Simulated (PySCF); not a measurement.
Molecule: CH4OS, SMILES SCO. Atoms near the plane z = 0.6 Å, at the PBE0/def2-SVP optimised geometry (x, y, z in Å): O1 (0.9, -0.7, 0.0), C2 (-0.5, -0.7, 0.0), S3 (-1.2, 0.9, 0.0), H5 (-0.8, -1.3, 0.9), H7 (-0.7, 1.3, 1.2).

Computed with PBE0/def2-TZVP (PySCF 2.14.0). The values are rescaled to run from 0 to 1.

```
|+++++++++++++++++++++++++++|
|+++++++++++++++++++++++++++|
|+++++++++++++++++++++++++++|
|+++++++++++++++++++++++++++|
|+++++++++++++++++++++++++++|
|+++++++*****+++++++++++++++|
|+++++*********+++++++++++++|
|+++++*****+***+++++++++++++|
|++++***+=--+**+++++++++++++|
|++++**+=*=:+***++++++++++++|
|++++**+-##=****++++++++++++|
|++++**+==++******++++++++++|
|+++++***+***********+++++++|
|+++++***********##***++++++|
|++++++******###%%%#**++++++|
|++++++*****+*#%@@@@#*++++++|
|+++++++***-:+#%@@@@#*++++++|
|+++++++**+  +#%@@@%#*++++++|
|+++++++**+ :*###%%#**++++++|
|+++++++***+*********+++++++|
|++++++++***********++++++++|
|+++++++++***+++++++++++++++|
|+++++++++++++++++++++++++++|
|+++++++++++++++++++++++++++|
|+++++++++++++++++++++++++++|
|+++++++++++++++++++++++++++|
|+++++++++++++++++++++++++++|
```
Scale: ten equal steps from 0.000 (start of ' ') to 1.00 (end of '@'), in the order ' .:-=+*#%@'; x runs from -3.50 to 3.50, y from -3.50 (bottom) to 3.50 (top).

Question: Which quantity is mapped?
(A) an orbital amplitude
(B) electrostatic potential
(C) deformation density (molecule minus spherical neutral atoms)
(D) Laplacian of the electron density

Answer: D, Laplacian of the electron density. In full: Laplacian of the electron density (e/bohr⁵).
